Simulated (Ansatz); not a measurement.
Ansatz (a program for electronic structure) input:

Ansatz 0.2 input:
```yaml
crystal:
  periodic: [false, false, false]
  atoms:
    - {symbol: C, position_ang: [-1.21121435, -0.03187675, 1.76242968]}
    - {symbol: Si, position_ang: [-0.76936353, -0.10130284, -0.05392809]}
    - {symbol: C, position_ang: [-1.20592114, 1.51326047, -0.89180001]}
    - {symbol: C, position_ang: [-1.61688281, -1.53761714, -0.89169209]}
    - {symbol: O, position_ang: [0.85956900, -0.34955184, -0.19499639]}
    - {symbol: Si, position_ang: [2.34677928, 0.23681380, 0.12483879]}
    - {symbol: H, position_ang: [-0.69382055, 0.78901815, 2.26453690]}
    - {symbol: H, position_ang: [-2.28473483, 0.11892857, 1.90004313]}
    - {symbol: H, position_ang: [-0.93604445, -0.95955673, 2.26898811]}
    - {symbol: H, position_ang: [-0.69014625, 2.35467221, -0.42310433]}
    - {symbol: H, position_ang: [-0.92577637, 1.49599272, -1.94732807]}
    - {symbol: H, position_ang: [-2.27956871, 1.70818202, -0.83358639]}
    - {symbol: H, position_ang: [-1.34087216, -2.48324923, -0.42032133]}
    - {symbol: H, position_ang: [-1.33824317, -1.59470589, -1.94606216]}
    - {symbol: H, position_ang: [-2.70369550, -1.43893499, -0.83607408]}
    - {symbol: H, position_ang: [2.55045096, 0.37789622, 1.58776182]}
    - {symbol: H, position_ang: [3.35529820, -0.69985499, -0.41767283]}
    - {symbol: H, position_ang: [2.53089034, 1.56827398, -0.50358492]}
basis:
  gaussian:
    orbitals: def2-TZVPD
hamiltonian:
  xc: {name: wB97M-V}
output: {forces: true}
```

**Question.** What final total energy does it print?

**Answer.** -775.82783 Eh (wB97M-V/def2-TZVPD). The basis has 345 functions.
